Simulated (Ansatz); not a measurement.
H$_{4}$NOSbSi (`O[SiH]1[NH][SbH]1`). The species carries charge 0 and has multiplicity 1. Sb: def2 effective core potential.

```xyz
8

O     0.7443    0.6866    1.7208
Si    0.2417   -0.2045    0.4376
N     0.2807    0.5025   -1.0664
Sb   -1.8183    0.3990   -0.8581
H     0.9529    0.2064    2.5243
H     0.7539   -1.5893    0.5984
H     0.8261    1.0994   -1.6613
H    -1.9813   -1.1000   -1.6954
```

Task: What are the harmonic wavenumbers in cm⁻¹ at PBE0-D4/def2-TZVP (Ansatz, finite differences of forces, unscaled)? (Estimate.)

Result: The calculation gave: 54, 178, 223, 292, 329, 481, 506, 663, 676, 763, 846, 881, 893, 1028, 1887, 2208, 3683, 3911.

Task: Is this a minimum?

Result: Yes, all 18 modes are real.

Task: Give the ideal-gas thermochemistry at 298.15 K and 1 bar (rigid rotor, harmonic oscillator; point group C1, symmetry number 1).

Result: Zero-point energy 116.6 kJ/mol; H(298) − E = 136.5 kJ/mol; entropy 348.1 J/(mol·K), of which translation 173.9, rotation 113.5, vibration 60.7; G(298) − E = 32.7 kJ/mol. Modes under 100 cm⁻¹ are hindered rotations or soft bends, so the harmonic entropy is rough.

Task: And at 400, 500, 600, 800 and 1000 K?

Result: 
```
T (K)  H − E (kJ/mol)  S (J/mol/K)  G − E (kJ/mol)
  400           147.5        379.8            -4.4
  500           159.6        406.8           -43.8
  600           172.7        430.6           -85.7
  800           200.7        470.8          -175.9
 1000           230.6        504.1          -273.5
```
